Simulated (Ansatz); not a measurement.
Relaxation of GeH4O4 (9 atoms, charge 0, multiplicity 1), to a largest force component of 0.02 eV/Å in at most 40 steps.

These are results of Ansatz 0.2.0, RKS r2SCAN-D4/def2-SVP, not measurements.

```xyz
9
Properties=species:S:1:pos:R:3
Ge 0.000 0.000 0.000
O 0.000 0.000 1.770
H -0.909 -0.281 2.107
O 1.669 0.000 -0.589
H 1.986 -0.952 -0.706
O -0.834 1.444 -0.589
H -1.792 1.214 -0.812
O -0.834 -1.444 -0.589
H -1.288 -1.910 0.183
```

Where does it end, and by what steps?

The forces met the threshold. The force dipped under the threshold on the way, but the program's further checks kept it going. After 14 steps the energy has fallen by 0.453 eV; H7 moved furthest, 0.92 Å.

```
step  energy less start (eV)  largest force component (eV/Å)  accepted
   0                  0.0000                           1.857       yes
   1                 -0.2034                           1.094       yes
   2                 -0.2611                           0.486       yes
   3                 -0.3217                           0.335       yes
   4                 -0.3564                           0.275       yes
   5                 -0.3951                           0.190       yes
   6                 -0.4127                           0.169       yes
   7                 -0.4394                           0.165       yes
   8                 -0.4509                           0.020       yes
   9                 -0.4443                           0.714        no
  10                 -0.4514                           0.210       yes
  11                 -0.4526                           0.005       yes
  12                 -0.4527                           0.049       yes
  13                 -0.4527                           0.028       yes
  14                 -0.4527                           0.001       yes
```

```xyz
9
Properties=species:S:1:pos:R:3
Ge -0.223 -0.215 0.086
O -0.278 -0.406 1.835
H -0.395 0.448 2.274
O 1.346 0.149 -0.626
H 1.842 -0.662 -0.804
O -1.250 1.167 -0.281
H -0.999 1.572 -1.122
O -0.708 -1.768 -0.585
H -1.337 -2.216 -0.002
```

Whether the end is a true minimum wasn't checked by a vibrational analysis.

Time of the run: 33 s on 4 threads of Arm Neoverse V1, on a shared host, peak memory 0.19 GiB.
